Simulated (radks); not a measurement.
The numbers below are computed, except where a source is named.
Spherical quantum dot in the effective-mass picture: electrons in a parabolic well V = omega^2 r^2 / 2 with omega = 2.35, with a point charge +2 (a donor) at the centre, all in effective atomic units (hartree* = m*/eps^2 hartree, bohr* = eps/m* bohr), one dielectric constant everywhere. Level of theory: non-relativistic Kohn-Sham, LDA (Slater exchange, Perdew-Wang correlation), spin-polarised, spherical densities (a radial shooting solver with Libxc functionals). Levels are named by radial order and angular momentum (1s, 1p, 1d, 2s, ...), and open shells are averaged over m. Results are scaled to m* = 0.296 and eps = 10, for which hartree* = 80.55 meV and bohr* = 1.788 nm.

N = 9, configuration 1s2 1p6 2s(up 1, down 0). This is the lowest configuration that the search found. Occupied and some empty levels:

level,occupation,eigenvalue (meV),<r> (nm)
1s up,1,651.43,1.168
1s down,1,657.43,1.181
1p up,3,868.94,1.879
1p down,3,871.81,1.876
2s up,1,971.41,2.004
2s down,0,978.05,2.004
1d up,0,1033.4,2.266
1d down,0,1036.8,2.263
2p up,0,1195.0,2.337
1f up,0,1197.3,2.563
2p down,0,1198.5,2.344
1f down,0,1201.0,2.562
1g up,0,1364.6,2.818
1g down,0,1368.3,2.820

Energy (meV): total 4657.01, kinetic 1949.9, external 221.71, Hartree 3010.1, exchange-correlation -524.65.
